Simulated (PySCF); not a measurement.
# Polarisability and C₆ of Ar (argon, neutral)

[Ar], closed-shell 1S. Calculation: PySCF 2.14, in def2-QZVPPD (10s7p5d2f1g, 79 functions); the non-relativistic Hamiltonian (point nucleus). Coupled (time-dependent) response in atomic units; α is the mean over directions.

```
method  mean α (bohr³)  C₆ (like pair)  S(−4)
   UHF           10.75           61.97  25.21
   PBE           11.87           69.75  34.30
  PBE0           11.39           66.33  30.17
  PW91           11.84           69.41  34.10
 B97-3           11.36           66.11  29.98
```

S(−4) is the Cauchy moment in α(ω) = α(0) + S(−4) ω² + …

Reference α: 11.083 ± 0.007 bohr³ (recommended; Schwerdtfeger and Nagle, table of static dipole polarizabilities (2023 update)). Published C₆: 64.20 (Chu and Dalgarno (2004); Tang, Norbeck and Certain (1976)).

α(iu) at PBE0:

| u (hartree) | α(iu) (bohr³) |
| --- | --- |
| 0 | 11.39 |
| 0.0500 | 11.31 |
| 0.100 | 11.10 |
| 0.200 | 10.33 |
| 0.300 | 9.304 |
| 0.500 | 7.206 |
| 0.750 | 5.153 |
| 1.00 | 3.761 |
| 1.50 | 2.186 |
| 2.00 | 1.408 |
| 3.00 | 0.7239 |
| 5.00 | 0.3059 |

A single London oscillator, α(iu) = α/(1 + u²/ω²), gives C₆ = (3/4) ω α². Matching the computed C₆ needs ω = 4 × 66.33 / (3 × 11.39²) = 0.682 hartree.
